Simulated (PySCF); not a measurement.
# `C[C@@H]1[C@H](F)[C@H]2CC[C@@H]12`, C7H11F

Molfile (atoms numbered from 1):
```
C7H11F
     RDKit          3D

 19 20  0  0  0  0  0  0  0  0999 V2000
   -2.2971   -0.0431   -0.5285 C   0  0  0  0  0  0  0  0  0  0  0  0
   -0.9673   -0.4053    0.1094 C   0  0  2  0  0  0  0  0  0  0  0  0
   -0.4085    0.6663    1.0741 C   0  0  2  0  0  0  0  0  0  0  0  0
   -1.2326    1.7508    1.2559 F   0  0  0  0  0  0  0  0  0  0  0  0
    0.7616    0.9329    0.1177 C   0  0  1  0  0  0  0  0  0  0  0  0
    2.0204    0.1143    0.4283 C   0  0  0  0  0  0  0  0  0  0  0  0
    1.4919   -1.0291   -0.4577 C   0  0  0  0  0  0  0  0  0  0  0  0
    0.2525   -0.1910   -0.8078 C   0  0  1  0  0  0  0  0  0  0  0  0
   -2.5379   -0.7555   -1.3144 H   0  0  0  0  0  0  0  0  0  0  0  0
   -3.0913   -0.0569    0.2142 H   0  0  0  0  0  0  0  0  0  0  0  0
   -2.2505    0.9538   -0.9599 H   0  0  0  0  0  0  0  0  0  0  0  0
   -1.0258   -1.4010    0.5549 H   0  0  0  0  0  0  0  0  0  0  0  0
   -0.1356    0.3202    2.0764 H   0  0  0  0  0  0  0  0  0  0  0  0
    0.8798    1.9666   -0.1931 H   0  0  0  0  0  0  0  0  0  0  0  0
    2.1595   -0.1314    1.4796 H   0  0  0  0  0  0  0  0  0  0  0  0
    2.9323    0.5708    0.0506 H   0  0  0  0  0  0  0  0  0  0  0  0
    2.1258   -1.2528   -1.3128 H   0  0  0  0  0  0  0  0  0  0  0  0
    1.2746   -1.9569    0.0685 H   0  0  0  0  0  0  0  0  0  0  0  0
    0.0385   -0.0436   -1.8627 H   0  0  0  0  0  0  0  0  0  0  0  0
  1  2  1  0
  2  3  1  0
  3  4  1  0
  3  5  1  0
  5  6  1  0
  6  7  1  0
  7  8  1  0
  8  2  1  0
  8  5  1  0
  1  9  1  0
  1 10  1  0
  1 11  1  0
  2 12  1  1
  3 13  1  1
  5 14  1  6
  6 15  1  0
  6 16  1  0
  7 17  1  0
  7 18  1  0
  8 19  1  6
M  END
```

Computed, not measured: PySCF 2.14.0, TDDFT wB97X-D/def2-SVPD circular dichroism and optical rotation, one conformer, gas phase. Geometry: GFN2-xTB.

Singlets 9 and 10, 11 and 12 lie within 0.01 eV of each other, so their separate moments and overlaps can depend on how they mix.

Question: Assign R or S to each stereocentre.

Answer: C2 S, C3 S, C5 S, C8 S.

Question: Which excitations and rotatory strengths does the calculation give?

Answer: Rotatory strengths R in 10⁻⁴⁰ esu² cm², velocity form and length form (origin at the centre of mass); f in length form.
| state | E (eV) | λ (nm) | f | R (velocity) | R (length) | main |
| --- | --- | --- | --- | --- | --- | --- |
| 1 | 8.04 | 154 | 0.005 | +7.9 | +7.9 | HOMO→LUMO+1 0.77 |
| 2 | 8.25 | 150 | 0.010 | +3.3 | +3.4 | HOMO−1→LUMO+1 0.41, HOMO→LUMO 0.34 |
| 3 | 8.30 | 149 | 0.028 | -7.7 | -7.8 | HOMO→LUMO 0.44, HOMO−1→LUMO+1 0.26 |
| 4 | 8.47 | 146 | 0.005 | -12.1 | -11.2 | HOMO→LUMO+2 0.62, HOMO→LUMO+3 0.19 |
| 5 | 8.50 | 146 | 0.007 | +3.0 | +3.3 | HOMO−1→LUMO 0.64, HOMO−1→LUMO+1 0.14 |
| 6 | 8.63 | 144 | 0.023 | -5.9 | -5.8 | HOMO→LUMO+3 0.54, HOMO→LUMO+2 0.13 |
| 7 | 8.72 | 142 | 0.002 | +6.1 | +5.8 | HOMO−1→LUMO+2 0.64 |
| 8 | 8.88 | 140 | 0.003 | -4.0 | -3.8 | HOMO−2→LUMO+1 0.39, HOMO−2→LUMO 0.23 |
| 9 | 8.94 | 139 | 0.005 | +12.0 | +11.8 | HOMO−1→LUMO+3 0.81 |
| 10 | 8.95 | 139 | 0.025 | +3.6 | +4.0 | HOMO−3→LUMO+1 0.70 |
| 11 | 9.18 | 135 | 0.009 | +0.9 | +0.1 | HOMO−2→LUMO 0.32, HOMO−2→LUMO+1 0.11 |
| 12 | 9.18 | 135 | 0.019 | -27.3 | -27.8 | HOMO−3→LUMO 0.52, HOMO−3→LUMO+3 0.09 |

Among the states computed, the strongest CD band (largest |R|) is state 12. The largest dissymmetry factor in size, g = 4R/(D+G), with D and G the electric and magnetic dipole strengths, is +0.043 for state 7 (velocity form, f = 0.002), among bands with |R| over 0.5. The mirror image has the same energies and oscillator strengths and all R with the opposite sign.
